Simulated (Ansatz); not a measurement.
F$_{4}$Ge, charge +1, doublet, at a GFN2-xTB geometry (a state made from the parent by changing its charge; the spin is typed, not shown lowest); CAM-B3LYP/3-21G run with Ansatz (a quantum-chemistry and plane-wave program).

Input for Ansatz:
Ansatz 0.2 input:
```yaml
crystal:
  periodic: [false, false, false]
  atoms:
    - {symbol: F, position_ang: [1.30956964, -1.09098185, -0.11409240]}
    - {symbol: Ge, position_ang: [0.00000000, -0.00000000, 0.00000000]}
    - {symbol: F, position_ang: [0.59265899, 1.60216040, 0.00827402]}
    - {symbol: F, position_ang: [-1.03920691, -0.21581686, -1.33854518]}
    - {symbol: F, position_ang: [-0.86302172, -0.29536169, 1.44436355]}
basis:
  gaussian:
    orbitals: 3-21G.json
hamiltonian:
  xc: cam_b3lyp
total_charge: 1
magnetization: {spin_polarized: true, initial_magnetization: 1}
```
The basis file holds 3-21G in the JSON format of the Basis Set Exchange.

Output, abridged:

```
Functional definition: CAM-B3LYP
569 factors; integrals over basis functions are off by at most 2.3e-4 eV
210 factors; integrals over basis functions are off by at most 7.0e-7 eV
mean field evaluation 1: about -67036.8892 eV, gradient 4.8e1 eV
mean field evaluation 2: about -67034.4225 eV, gradient 5.9e1 eV
mean field evaluation 4: about -67043.8914 eV, gradient 1.5e0 eV
mean field evaluation 8: about -67043.9099 eV, gradient 5.4e-1 eV
mean field evaluation 16: about -67043.9171 eV, gradient 3.9e-2 eV
mean field evaluation 32: about -67043.9377 eV, gradient 1.1e-2 eV
mean field evaluation 64: about -67043.9324 eV, gradient 9.5e-2 eV
mean field -67043.93773461 eV, -2463.8192677339 hartree, gradient 1.5e-6 eV, S^2 0.755407; 6 other end points of the search recorded, 0 dependent functions left out
reference -67043.93782612 eV, -2463.8192710966 hartree; 34, 33 occupied and 25, 26 virtual orbitals, 569 factors
Total energy: -67043.93782612 eV, -2463.8192710966 hartree
```
